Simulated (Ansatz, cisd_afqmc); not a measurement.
System: C4H2, charge 0, singlet. C4H2 (SMILES C#CC#C).
B3LYP-D3(BJ)/def2-TZVP minimum from Ansatz (a quantum-chemistry and plane-wave program):
```xyz
6

C      0.0000     0.0000    -1.8866
C      0.0000     0.0000    -0.6818
C      0.0000     0.0000     0.6818
C      0.0000     0.0000     1.8866
H      0.0000     0.0000    -2.9488
H      0.0000     0.0000     2.9488
```
Charge 0, spin multiplicity 1.

Total energies in cc-pVTZ, 18 correlated electrons, 4 frozen orbitals. UHF or UKS for unpaired electrons; spin-orbit terms are left out. Cores are frozen in correlated methods. No relativity. The Monte Carlo rows (phaseless AFQMC, CISD trial, step 0.005/hartree) carry one-sigma bars that omit the constraint's bias. Outlying blocks are dropped, and bars are widened where a walk drifts. Over all cases where full CI ran beside it in this data, AFQMC minus full CI had a median of +0.1 mEh and passed +0.4 mEh in a tenth of the cases. UCISD starts from a broken-symmetry determinant. The restricted determinant of C4H2 (C#CC#C, singlet) is unstable towards broken spin symmetry in at least one set run.

| method | program | energy (Eh) | minus AFQMC/CISD (mEh) |
|---|---|---|---|
| HF | Ansatz | -152.55140 | 646.3 ± 0.4 |
| MP2 | Ansatz | -153.15150 | 46.2 ± 0.4 |
| CCSD | Ansatz | -153.16038 | 37.3 ± 0.4 |
| CCSD(T) | Ansatz | -153.19580 | 1.9 ± 0.4 |
| UCCSD(T) | Ansatz | -153.19427 | 3.4 ± 0.4 |
| AFQMC/CISD | cisd_afqmc | -153.1977 ± 0.0004 | 0.0 |
| AFQMC/UCISD | cisd_afqmc | -153.1965 ± 0.0004 | 1.2 ± 0.6 |

Rough core times of Ansatz's runs on a shared machine: CCSD(T) 20 s, UCCSD(T) 80 s.
